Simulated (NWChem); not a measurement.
Species: GaH3Se; SMILES [GaH2][SeH]

All runs: NWChem. Coordinates come from a PBE0/def2-SVP optimisation. Static field.

Among these, which level gives the lowest value of “anisotropy (bohr³)”?
(A) PBE/def2-SVPD
(B) B3LYP/def2-SVPD
(C) LDA (Slater exchange, VWN5)/def2-SVPD
(D) Hartree-Fock/def2-SVPD

D, Hartree-Fock/def2-SVPD. Values: Hartree-Fock/def2-SVPD 20.7; B3LYP/def2-SVPD 27.9; PBE/def2-SVPD 29.6; LDA (Slater exchange, VWN5)/def2-SVPD 30.4
